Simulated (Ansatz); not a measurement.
HAu2⁺. The state is a quintet with charge 1. Geometry PBE-D4/def2-TZVP; atoms count from 1.

Cartesian coordinates in Å:
```
Au 1.1092 0.9380 -1.0346
Au -1.5402 0.2771 -0.8553
H 0.4310 -1.2152 1.8900
```

In the def2 sets Au takes a core potential; there is no spin–orbit coupling. In the quintet geometry the species has come apart into loosely held pieces. At PBE0-D4/def2-TZVP a singlet of charge 1 lies 6.31 eV below the quintet, each at its own geometry. The structure comes from a short search, and lower isomers may exist.

(1) Estimate the Mulliken populations from the PBE0/def2-TZVP orbitals of Ansatz.

(2) Where does the spin sit?

(3) And the Mayer bond orders between heavy atoms (over 0.3)?

Answers

(1) 
```json
{"atom": "Au1", "charge (e)": "0.49", "spin (α − β)": "1.51", "d electrons": "9.39"}
{"atom": "Au2", "charge (e)": "0.49", "spin (α − β)": "1.51", "d electrons": "9.39"}
{"atom": "H3", "charge (e)": "0.03", "spin (α − β)": "0.97", "d electrons": "–"}
```
Mulliken values depend strongly on the basis.

(2) Summed by element: Au 3.03, H 0.97, of 4 unpaired in all. Largest on single atoms: Au1 1.51, Au2 1.51, H3 0.97.

(3) Au1–Au2 0.57 (2.74 Å).
